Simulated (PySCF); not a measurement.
How methods differ on the ionisation energy of As²⁺

As²⁺ [Ar] 3d10 4s2 4p1 (2P) → As³⁺ [Ar] 3d10 4s2 (1S), as a difference of total energies. Computed with PySCF 2.14 in def2-TZVPPD, with no relativity, point nucleus. Correlated levels: valence and next inner shell: [Ne] frozen. The calculations carry no spin-orbit coupling.

```json
{"method": "UHF", "ionisation energy (eV)": "27.422"}
{"method": "MP2 (valence and next inner shell)", "ionisation energy (eV)": "27.808"}
{"method": "SCS-MP2 (valence and next inner shell)", "ionisation energy (eV)": "27.756"}
{"method": "CCSD (valence and next inner shell)", "ionisation energy (eV)": "27.849"}
{"method": "CCSD(T) (valence and next inner shell)", "ionisation energy (eV)": "27.876"}
```

Task: How much does correlation contribute at CCSD(T) (valence and next inner shell)?

Result: 27.876 − (27.422) = 0.454 eV, measured against UHF.

A first-order spin-orbit estimate (lowest level to lowest level, LS coupling) adds 0.208 eV.

These non-relativistic numbers lack the scalar-relativistic shift.

Errors of the correlated levels include the incompleteness of this basis and the frozen core.

For comparison: 28.349 ± 0.012 eV (measured; NIST Atomic Spectra Database, ionization energies).
